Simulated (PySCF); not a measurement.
Cartesian coordinates in Å; atom numbers follow the order of the lines, from 1:
```xyz
18

B    -3.1534    0.8686    0.5686
C    -2.0923   -0.1321    0.0312
C    -0.8535    0.4430   -0.6258
C     0.3882   -0.3625   -0.8516
C     1.4249   -1.2235   -1.1468
C     2.5712   -1.0154   -0.3547
C     2.6209   -0.0372    0.6480
C     1.5277    0.8052    0.9312
C     0.4376    0.5835    0.1157
H    -4.0335    0.4800    1.3031
H    -3.1648    2.0256    0.2086
H    -1.8340   -0.9124    0.7669
H    -2.6919   -0.6781   -0.7355
H    -1.0879    1.2221   -1.3699
H     1.3983   -2.0013   -1.9146
H     3.4540   -1.6388   -0.5202
H     3.5403    0.0682    1.2301
H     1.5766    1.5516    1.7283
```

PySCF calculation with structure optimised with PBE0-D3(BJ)/def2-SVP and shieldings: GIAO HF/pcSseg-1; no solvent, fast rotation and ring inversion assumed for equivalent nuclei, single conformer, non-relativistic.

Predict the 2D correlation tables (HSQC, COSY, HMBC).

## Answers



HSQC (one-bond C–H):
```tsv
δH	δC
7.49 (H15/H18)	121.0 (C5/C8)
7.27 (H16/H17)	135.0 (C6/C7)
4.21 (H14)	28.0 (C3)
1.62 (H12/H13)	39.9 (C2)
```

COSY cross peaks (H two or three bonds apart, from the bond graph; peaks can be absent where the dihedral angle is near 90°):
```tsv
δH	δH
7.49 (H15/H18)	7.27 (H16/H17)
7.29 (H10/H11)	1.62 (H12/H13)
4.21 (H14)	1.62 (H12/H13)
```

HMBC (two and three bonds, from the bond graph):
```tsv
δH	δC
7.49 (H15/H18)	143.4 (C4/C9), 135.0 (C6/C7), 28.0 (C3)
7.29 (H10/H11)	39.9 (C2), 28.0 (C3)
7.27 (H16/H17)	143.4 (C4/C9), 135.0 (C6/C7), 121.0 (C5/C8)
4.21 (H14)	143.4 (C4/C9), 121.0 (C5/C8), 39.9 (C2)
1.62 (H12/H13)	143.4 (C4/C9), 28.0 (C3)
```

Referencing at the same level of theory: TMS for 1H (σ = 31.69 ppm) and 13C (σ = 190.85 ppm).

Short H···H contacts in this conformer between protons four or more bonds apart (candidates for NOE cross peaks, intensity ∝ r⁻⁶): H11···H14 2.73 Å.

Hydrogens on boron are broadened and split by 11B (spin 3/2, 80 %) and 10B (spin 3). A carbon bonded to boron is broadened by the quadrupolar boron nucleus and is often missing from a measured spectrum. Shifts are as computed. Against solution values, carbons near 30 ppm lie about -0 ppm off and those near 130 ppm about +7 ppm. Of 1211 compounds with measured shifts, 218 miss one by over three times the rms of a fit or turn the order of signals round; such compounds aren't used in these exercises.
